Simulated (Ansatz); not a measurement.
Geometry optimisation, RKS BLYP-D4/def2-SVP (Ansatz 0.2.0).

Input file:

```yaml
crystal:
  periodic: [false, false, false]
  atoms:
    - { symbol: B, position_ang: [-1.1531, 1.3399, 0.5125] }
    - { symbol: B, position_ang: [0.0609, 0.5735, -0.2012] }
    - { symbol: C, position_ang: [0.4016, -0.895, 0.2611] }
    - { symbol: S, position_ang: [0.7486, -0.91385, 2.12374] }
    - { symbol: H, position_ang: [-1.4712, 2.4703, 0.1266] }
    - { symbol: H, position_ang: [-1.8327, 0.8856, 1.3548] }
    - { symbol: H, position_ang: [0.7104, 1.1102, -1.0517] }
    - { symbol: H, position_ang: [1.21423, -1.29488, -0.25873] }
    - { symbol: H, position_ang: [-0.5514, -1.55944, 0.09793] }
    - { symbol: H, position_ang: [1.97868, -0.24346, 1.86245] }
basis:
  gaussian: { orbitals: def2-SVP }
hamiltonian:
  xc: blyp
  dispersion: d4
relax:
  f_tol: 0.015
  max_steps: 40
```

Command:

```bash
$ ansatz run input.yaml --threads 1 --pin off --max-ram 2048MiB --backend cpu --events-out ev --progress --plain --runs-dir out
```

Question: Where does it end, and by what steps?

Answer: The run converged. After 19 steps the energy has fallen by 1.120 eV; H7 moved furthest, 1.02 Å. Joined: B2–S4.

```csv
step,energy less start (eV),largest force component (eV/Å),accepted
0,0.0000,3.015,yes
1,-0.5449,0.857,yes
2,-0.7236,0.442,yes
3,-0.8631,0.507,yes
4,-0.9629,0.547,yes
5,-1.0179,0.284,yes
6,-1.0411,0.135,yes
7,-1.0506,0.429,yes
8,-1.0664,0.260,yes
9,-1.0878,0.188,yes
10,-1.1048,0.168,yes
11,-1.1068,0.347,yes
12,-1.1082,0.177,yes
13,-1.1174,0.118,yes
14,-1.1170,0.187,no
15,-1.1158,0.208,no
16,-1.1194,0.028,yes
17,-1.1198,0.058,yes
18,-1.1204,0.026,yes
19,-1.1205,0.014,yes
```

```xyz
10
Properties=species:S:1:pos:R:3
B -1.323 1.384 0.508
B 0.125 0.617 0.188
C 0.310 -0.945 0.083
S 0.926 -0.761 1.860
H -1.943 1.879 -0.420
H -1.839 1.515 1.603
H 1.097 1.287 -0.126
H 1.098 -1.392 -0.548
H -0.573 -1.607 0.131
H 2.229 -0.505 1.549
```

Run time: 2.2 min on 1 thread of Intel(R) Xeon(R) Processor @ 2.50GHz (Skylake/Cascade Lake), with other jobs on the host, peak memory 0.13 GiB.
